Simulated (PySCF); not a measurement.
WS2ClBr, SMILES [Br][W](=[S])([Cl])=[S], multiplicity 1.

Geometry: PBE-D3(BJ)/def2-SVP. The multiplicity is an assumed one; no other spin state was optimised. The structure was generated by enumeration; whether it is a known compound was not checked. The def2 effective core potentials stand for the cores of W; spin–orbit coupling is left out.

Method: PySCF with PBE-D3(BJ)/def2-SVP.

Frequencies are harmonic and unscaled.

Problem. Estimate the vibrational spectrum. (The exact figures need the calculation; the answer reports its results.)

Solution. 
| mode | ν (cm⁻¹) | IR (km/mol) | moving atoms (share of kinetic energy) |
|---|---|---|---|
| 1 | 91 | 0.0 | Cl 51 %, Br 28 %, W 15 % |
| 2 | 115 | 0.1 | S 49 %, Br 25 %, W 21 % |
| 3 | 135 | 0.0 | S 60 %, Cl 15 %, Br 13 %, W 12 % |
| 4 | 140 | 0.0 | S 51 %, Cl 43 % |
| 5 | 183 | 0.6 | S 87 % |
| 6 | 276 | 17.6 | Br 62 %, W 32 % |
| 7 | 400 | 40.8 | Cl 81 %, W 18 % |
| 8 | 533 | 48.3 | S 80 %, W 20 % |
| 9 | 535 | 18.8 | S 88 %, W 12 % |
